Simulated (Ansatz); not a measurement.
Calculated with Ansatz (gas phase, PBE0-D4/def2-TZVP geometries, no zero-point term in ΔE). CBS: MP2 limit from def2 TZ/QZ plus the TZ coupled-cluster correction, frozen cores. This one scheme is used for every species, atoms too. For atomizations the MP2-based limit and the directly extrapolated one differ by several kJ/mol either way, and by 10 to 25 for some Ge, Se and Sn compounds, so smaller differences from it don't rank the levels. Functionals use def2-TZVPP. B3LYP here is the variant with VWN-RPA as its local correlation; programs differ in this. No spin–orbit coupling; open shells (•) take unrestricted orbitals. Spin–orbit coupling would lower the free atoms: a little for C, O. Each species was taken in one conformer, which may not be the lowest.

`CCCCCCCC(C)=O` → 9 C• + 18 H• + O•  (atomization)

CCSD(T)/CBS gives +118.94 eV.

(1) Another level gave +119.05 eV. Which?
A. PBE0/def2-TZVPP
B. B3LYP-D4/def2-TZVPP
C. PBE0-D4/def2-TZVPP
D. BLYP-D4/def2-TZVPP

Largest T1 diagnostic among the species: 0.011.

## Answers

(1) B. B3LYP-D4 119.05, BLYP-D4 118.52, PBE0 119.40, PBE0-D4 119.96 eV.

From BLYP to BHLYP (50 % exact exchange), in def2-TZVPP and without D4, ΔE moves by −1.62 eV: exact exchange takes away binding that semilocal exchange gives to molecules. At CCSD(T), def2-SVP lies −4.16 eV from the extrapolated value and def2-TZVPP −2.49 eV: correlation converges slowly with the basis, and small sets miss more of it in the bonded molecule than in its fragments.
